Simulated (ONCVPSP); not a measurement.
What the settings do to the ONCV potential of antimony (Sb)

Base potential:

- Element: antimony (Sb)
- Generator: ONCVPSP 4.0.1
- Type: optimised norm-conserving Vanderbilt (ONCV)
- Functional: PBE
- Relativity: scalar-relativistic
- Frozen core: [Ar] 3d10
- Valence charge: 23
- Reference configuration: 4s2 4p6 4d10 5s2 5p2 (charge +1)
- Partial waves: 4s+5s: rc 1.05 bohr, ncon 5, nbas 9, qcut 9.9 1/bohr, 2 projectors; 4p+5p: rc 1.25 bohr, ncon 4, nbas 7, qcut 14.1 1/bohr, 2 projectors; 4d: rc 1.00 bohr, ncon 4, nbas 7, qcut 8.7 1/bohr, 2 projectors, debl 0.8 Ha
- Local potential: polynomial inside 0.75 bohr (lpopt 5, dvloc0 0 Ha)
- Core correction: none

In the d channel the program set the typed energies aside and used -1.544, 0.250 Ha.

Cutoffs, loose and tight: the cutoffs (Ha) at which the residual kinetic energy of the hardest occupied pseudo-wave falls to 1 and 0.1 mHa per electron. They do not see the model core or the augmentation charge, which bear on the density cutoff. Test errors are all-electron minus pseudo excitation energies from the reference, over the configurations 4s2 4p6 4d10 5s2 5p3; 4s2 4p6 4d10 5s2 5p1; 4s2 4p6 4d10 5s2 5p0; 4s2 4p5 4d10 5s2 5p3. A dash means not determined; rows that change the core or the reference have their own tests.

A true bound ghost makes a file unfit for plane-wave use even where its test errors are small: the radial tests pick states by their node count and pass the ghost by.

| change | outcome | cutoff, loose | cutoff, tight | bound ghosts | GHOST(+) flags above zero | largest test error (meV) |
| --- | --- | --- | --- | --- | --- | --- |
| base | generated, projector energies reset by the program | 82 Ha | 182 Ha | none | s | -77 |
| local potential polynomial inside 0.75 bohr (lpopt 5, dvloc0 -3 Ha) | generated, projector energies reset by the program | 82 Ha | 182 Ha | none | s | -77 |
| local potential polynomial inside 0.75 bohr (lpopt 4, dvloc0 1 Ha) | generated, projector energies reset by the program | 82 Ha | 182 Ha | none | s | -77 |
| reference 4s2 4p6 4d10 5s2 5p2.75 | generated, projector energies reset by the program | 82 Ha | 182 Ha | none | s | -19 |
| d: rc 1.14 | generated, projector energies reset by the program | 68 Ha | 182 Ha | none | s | -82 |
| d: qcut 5.4 | generated, projector energies reset by the program | 164 Ha | 188 Ha | d | s | -84 |
| functional PBEsol | generated, projector energies reset by the program | 83 Ha | 182 Ha | none | s | -75 |
| s: qcut 6.3 | generated, projector energies reset by the program | 201 Ha | 224 Ha | none | s | -74 |
